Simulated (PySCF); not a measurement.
Si(Br)(OH)(NH2)2 (BrH5N2OSi), SMILES [Si](N)(N)(Br)O. Atoms are numbered in the order given.

```xyz
10

N     -1.2491     1.6702     0.7811
Si    -0.1216     0.4010     0.7466
N      1.4218     1.0462     1.0774
O     -0.7727    -0.7454     1.7509
Br     0.1904    -0.6634    -1.2232
H     -1.0530     2.5462     0.3139
H     -2.2400     1.4736     0.8496
H      2.2622     0.6123     0.7177
H      1.5834     1.5764     1.9260
H     -0.5424    -1.6537     1.5352
```
Charge 0, spin multiplicity 1.

Coordinates come from a PBE0-D3(BJ)/def2-SVP optimisation. This is a generated structure with no PubChem entry under its InChIKey; it may be hypothetical. The values are those of a single conformer.

Two levels are set side by side: PBE/pcSseg-1 (PySCF) and PBE0/pcSseg-1 (PySCF). GIAO shifts against H2O (¹⁷O), NH3 (¹⁵N), TMS (²⁹Si), TMS (¹H) at the same level; non-relativistic, no solvent, atoms listed together averaged. Without spin–orbit terms, shifts of atoms bonded to Cl or Br come out too high at both levels. Differences are taken from unrounded values.

| quantity | PBE |
|---|---|
| δ(²⁹Si) of Si2 (ppm) | -27.6 |
| δ(¹⁷O) of O4 (ppm) | 103.7 |
| δ(¹H) of H10 (ppm) | 1.97 |

Task: These are the PBE values. What does PBE0 give? (Estimate from the structure and the level; the computed values follow.)

Result: 
```json
[
 {"quantity": "δ(²⁹Si) of Si2 (ppm)", "PBE0": "-26.4", "PBE minus PBE0": "-1.2"},
 {"quantity": "δ(¹⁷O) of O4 (ppm)", "PBE0": "92.6", "PBE minus PBE0": "11.0"},
 {"quantity": "δ(¹H) of H10 (ppm)", "PBE0": "2.07", "PBE minus PBE0": "-0.10"}
]
```

Rough cost on one machine, each run with all the roots and properties that it gave: PBE0 against PBE within a factor of 2.
